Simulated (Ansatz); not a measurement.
Compare A (`C#C[SiH2]CO`) with its isomer B (`C1=C[SiH2]OC1`).

Isolated molecules relaxed with PBE0-D4/def2-TZVP in Ansatz; ΔE leaves out vibrations. CCSD(T)/CBS adds triple-zeta CCSD(T) − MP2 to the extrapolated MP2 energy (def2 sets, frozen cores). DFT in def2-TZVPP. B3LYP here is the variant with VWN-RPA as its local correlation; programs differ in this. One conformer a species, not always the lowest.

A:

```xyz
11

C    -2.4550    0.0786    0.6593
C    -1.4618   -0.3161    0.0984
Si    0.1046   -0.8249   -0.7011
C     1.4499    0.2172    0.1199
O     1.1153    1.5950    0.1170
H    -3.3418    0.4145    1.1470
H     0.3200   -2.2792   -0.4837
H     0.0022   -0.5399   -2.1533
H     1.6446   -0.1527    1.1368
H     2.3873    0.1178   -0.4345
H     0.2348    1.6898    0.4943
```

B:

```xyz
11

C    -0.478    0.860    0.627
C     0.833    0.620    0.681
Si    1.131   -0.809   -0.457
O    -0.461   -0.966   -0.898
C    -1.297   -0.019   -0.269
H    -0.984    1.645    1.186
H     1.503    1.203    1.300
H     1.998   -0.526   -1.633
H     1.643   -2.050    0.187
H    -2.074   -0.540    0.307
H    -1.813    0.581   -1.031
```

(1) Which isomer does CCSD(T)/CBS put lower? Give the gap. (An estimate is asked.)

(2) Give E(B) − E(A) in kcal/mol with PBE-D4, HF/def2-TZVPP, MP2/def2-TZVPP, CCSD/def2-TZVPP, B3LYP-D4, PBE0-D4, r2SCAN-D4. (Best estimate.)

(3) Does the order hold for the free energy at 298.15 K (harmonic terms from PBE0-D4)? (Best estimate.)

Largest T1 diagnostic: 0.012.

## Answers

(1) Computed: B, by 51.2 kcal/mol.

(2) The calculation gave: PBE-D4 -52.4, HF/def2-TZVPP -53.1, MP2/def2-TZVPP -51.1, CCSD/def2-TZVPP -51.8, B3LYP-D4 -51.4, PBE0-D4 -55.9, r2SCAN-D4 -54.3. None reverses the order clearly.

(3) The calculation gave: Yes: G(B) − G(A) = -46.9 kcal/mol, for one conformer each.

The D4 term adds −1.1 kcal/mol with B3LYP and −0.5 kcal/mol with PBE0; it sums over pairs of atoms, weighted by their polarisabilities, and B3LYP, whose exchange is more repulsive, gets the larger term. From BLYP to BHLYP (50 % exact exchange), in def2-TZVPP and without D4, E(B) − E(A) moves by −8.0 kcal/mol.
